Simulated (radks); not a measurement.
The numbers below are computed, except where a source is named.
Sb44+, configuration [He] 2s2 2p3 (the NIST ground configuration). Level of theory: Dirac Kohn-Sham, BLYP, spin-unpolarised, spherical densities, finite nucleus; open shells fill j = l - 1/2 first; Fermi nuclear charge, rms radius 4.6802 fm (a radial shooting solver on a logarithmic mesh with Libxc functionals).

Unscreened Slater integrals over Kohn-Sham orbitals (hartree). Large and small components are both included.

integral,value
"F0(2p3/2,2p3/2)",8.7952
"F2(2p3/2,2p3/2)",4.2152
"F0(2p3/2,2p1/2)",9.0121
"G2(2p3/2,2p1/2)",4.1734
"F0(2p3/2,2s1/2)",8.1213
"G1(2p3/2,2s1/2)",4.5497
"F0(2p3/2,1s1/2)",11.887
"G1(2p3/2,1s1/2)",2.2136
"F0(2p1/2,2p1/2)",9.2512
"F0(2p1/2,2s1/2)",8.2855
"G1(2p1/2,2s1/2)",4.4721
"F0(2p1/2,1s1/2)",12.615
"G1(2p1/2,1s1/2)",2.3442
"F0(2s1/2,2s1/2)",7.6977
"F0(2s1/2,1s1/2)",10.909
"G0(2s1/2,1s1/2)",1.1822
"F0(1s1/2,1s1/2)",33.281
